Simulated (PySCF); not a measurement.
# What PySCF settings do for GeHNO

Base input, run as `OMP_NUM_THREADS=1 python input.py` with PySCF 2.14:

```python
from pyscf import gto, scf, mp

mol = gto.M(
    atom='Ge 0.0138 0 0.0684; N 0.0062 0 1.7047; O -0.1159 0 -1.675; H 0.7413 0 -2.1171',
    basis='6-31g*',
    charge=0,
    spin=0,
    symmetry=True,
    verbose=3,
)
mf = scf.RHF(mol)
mf = mf.density_fit(auxbasis='def2-universal-jkfit')
mf.kernel()
mp.MP2(mf, frozen=11).kernel()
mf.dip_moment()
print('orbital energies (hartree):', mf.mo_energy[..., max(0, mol.nelec[1]-3):mol.nelec[0]+3].round(4))
```

Base result: E(SCF) = -2204.804085 Eh, E(MP2) − E(SCF) = -0.64795 Eh, μ(SCF) = 5.09 D. 

Hardware: Arm Neoverse N1, 1 thread, shared host. Wall time 1.7 s, peak memory 0.12 GiB.

Each row names what differs from the base; energies in brackets are changes from the base.

```tsv
change	result	wall time (s)
electric field along z (a.u.): none → 0.01; point-group symmetry: on → off	E(SCF) = -2204.787500 Eh (+0.4513 eV), E(MP2) − E(SCF) = -0.65394 Eh, μ(SCF) = 3.86 D	1.7
basis set: 6-31g* → ano-rcc-vdzp; spin-free X2C: off → on	E(SCF) = -2226.957333 Eh, E(MP2) − E(SCF) = -0.68419 Eh, μ(SCF) = 4.69 D	2.5
level shift (hartree): none → 0.1	E(SCF) = -2204.804085 Eh (+0.0000 eV), E(MP2) − E(SCF) = -0.64795 Eh, μ(SCF) = 5.09 D	1.7
basis set: 6-31g* → cc-pvdz	E(SCF) = -2205.078999 Eh (-7.4808 eV), E(MP2) − E(SCF) = -0.51003 Eh, μ(SCF) = 5.05 D	1.6
basis set: 6-31g* → crenbl; core potential: off → on; frozen orbitals: 11 → 0	E(SCF) = -119.536079 Eh, E(MP2) − E(SCF) = -0.66340 Eh, μ(SCF) = 4.89 D	1.6
PCM solvent, dielectric constant: none → 20.5; step after the SCF: mp2 → analyze	E(SCF) = -2204.829117 Eh (-0.6811 eV), μ(SCF) = 7.02 D	12
geometry: coordinates × 1 → coordinates × 1.03	E(SCF) = -2204.797459 Eh (+0.1803 eV), E(MP2) − E(SCF) = -0.65512 Eh, μ(SCF) = 4.85 D	1.7
PCM solvent, dielectric constant: none → 78.36; step after the SCF: mp2 → analyze	E(SCF) = -2204.830337 Eh (-0.7143 eV), μ(SCF) = 7.12 D	12
functional: none (Hartree–Fock) → revpbe; SCF type: RHF → RKS; step after the SCF: mp2 → analyze	E(SCF) = -2206.989257 Eh, μ(SCF) = 4.11 D	9.8
functional: none (Hartree–Fock) → b3lyp; SCF type: RHF → RKS; step after the SCF: mp2 → analyze	E(SCF) = -2207.212089 Eh, μ(SCF) = 4.24 D	6.3
```

Question: Order these changes by how far they move the SCF energy from the base, largest first: (1) PCM solvent, dielectric constant: none → 20.5; step after the SCF: mp2 → analyze; (2) PCM solvent, dielectric constant: none → 78.36; step after the SCF: mp2 → analyze; (3) electric field along z (a.u.): none → 0.01; point-group symmetry: on → off; (4) geometry: coordinates × 1 → coordinates × 1.03.

Answer: (2) -0.7143 eV, (1) -0.6811 eV, (3) +0.4513 eV, (4) +0.1803 eV.
